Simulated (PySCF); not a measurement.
From one molecule to another.

First species: CH3Cl5Si2.
SMILES with atom numbers: `[CH3:1][Si:2]([Cl:3])([Cl:4])[Si:5]([Cl:6])([Cl:7])[Cl:8]` (hydrogens: H9, H10, H11 on C1)

Second species: C5H9O2P.
SMILES: `C=C[P@@](=O)(O)C1CC1`

Levels: PBE0/def2-SVPD for dipole moment, HOMO energy, LUMO energy, HOMO–LUMO gap, static isotropic polarisability and electronic spatial extent ⟨r²⟩ about the centre of nuclear charge; TDDFT PBE0/def2-SVPD for lowest singlet excitation; TDA PBE0/def2-SVPD for lowest triplet excitation (Tamm–Dancoff); GFN2-xTB for rotational constant A and rotational constant C. Geometries: GFN2-xTB. All species are isolated and taken at one optimised geometry, non-relativistic unless stated; the electronic structure was computed with PySCF and density fitting.

The conformers computed, where there is a choice (atom-mapped SMILES and torsion angles):
- `[CH3:1][Si:2]([Cl:3])([Cl:4])[Si:5]([Cl:6])([Cl:7])[Cl:8]`: C1–Si2–Si5–Cl6 -59°
- `[CH2:1]=[CH:2][P@@:3](=[O:4])([OH:5])[CH:6]1[CH2:7][CH2:8]1`: C1–C2–P3–O4 -130°, C2–P3–C6–C7 83°, H–O5–P3–C2 -125°

(1) Which has the higher HOMO energy?

(2) Which of the two has the higher ⟨r²⟩, and by how much?

(3) Which has the higher S1 energy?

(4) Which of the two has the higher dipole moment, and by how much?

(5) Which has the higher rotational constant A?

(6) Which of the two has the higher LUMO energy, and by how much?

(7) Which has the higher rotational constant C?

(8) Which has the higher HOMO–LUMO gap?

## Answers

(1) The second: -7.94 eV against -8.51 eV, a difference of 0.57 eV.

(2) The first: 2755 bohr² against 1136 bohr², a difference of 1619 bohr².

(3) The first: 6.32 eV against 5.83 eV, a difference of 0.49 eV.

(4) The second: 2.89 D against 1.81 D, a difference of 1.08 D.

(5) The second: 2.802 GHz against 0.766 GHz, a difference of 2.036 GHz.

(6) The second: -0.77 eV against -1.02 eV, a difference of 0.25 eV.

(7) The second: 1.184 GHz against 0.443 GHz, a difference of 0.741 GHz.

(8) The first: 7.49 eV against 7.17 eV, a difference of 0.32 eV.

On the first: S1 lies 1.17 eV below the HOMO–LUMO gap. In wavenumbers S1 is 51000 cm⁻¹ (1 eV = 8065.54 cm⁻¹).

On the second: No computed singlet falls in the visible range (750 to 380 nm, 1.65 to 3.26 eV); S1 lies 2.57 eV above its blue end.
